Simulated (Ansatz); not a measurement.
BrClMg (SMILES [Cl][Mg][Br]), singlet, geometry from GFN2-xTB (such geometries of metal compounds can be far from the true shape), atoms displaced at random by about 0.03 Å a coordinate; PBE0/6-31G, gradient (Ansatz, an electronic-structure program).

The Ansatz input:
Ansatz 0.2 input:
```yaml
crystal:
  periodic: [false, false, false]
  atoms:
    - {symbol: Mg, position_ang: [0.87376216, -0.20006732, -0.18219809]}
    - {symbol: Cl, position_ang: [1.79410241, 0.90430945, -1.85267378]}
    - {symbol: Br, position_ang: [-1.08054736, -0.33306918, 0.95200413]}
basis:
  gaussian:
    orbitals: 6-31G
hamiltonian:
  xc: pbe0
output: {forces: true}
```

The log (banner, timings and long lists left out):

```
Functional definition: PBE0
536 factors; integrals over basis functions are off by at most 3.5e-4 eV
mean field evaluation 1: about -87988.8736 eV, gradient 2.0e1 eV
mean field evaluation 2: about -87988.4863 eV, gradient 2.6e1 eV
mean field evaluation 4: about -87990.5570 eV, gradient 4.2e-1 eV
mean field evaluation 8: about -87990.5860 eV, gradient 2.6e-3 eV
mean field -87990.58595264 eV, -3233.5943915981 hartree, gradient 3.8e-5 eV, S^2 0.000000; 0 other end points of the search recorded, 0 dependent functions left out
the calculation of the forces begins
reference -87990.58598482 eV, -3233.5943927808 hartree; 32, 32 occupied and 23, 23 virtual orbitals, 536 factors
Total energy: -87990.58598482 eV, -3233.5943927808 hartree
Atom 0 at     0.873762    -0.200067    -0.182198 Å, force     0.650472     0.184906    -0.530918 eV/Å
Atom 1 at     1.794102     0.904309    -1.852674 Å, force     0.485294     0.113281    -0.369187 eV/Å
Atom 2 at    -1.080547    -0.333069     0.952004 Å, force    -1.135766    -0.298187     0.900105 eV/Å
Dipole moment:     0.443718    -0.551812     0.377348 e Å
```
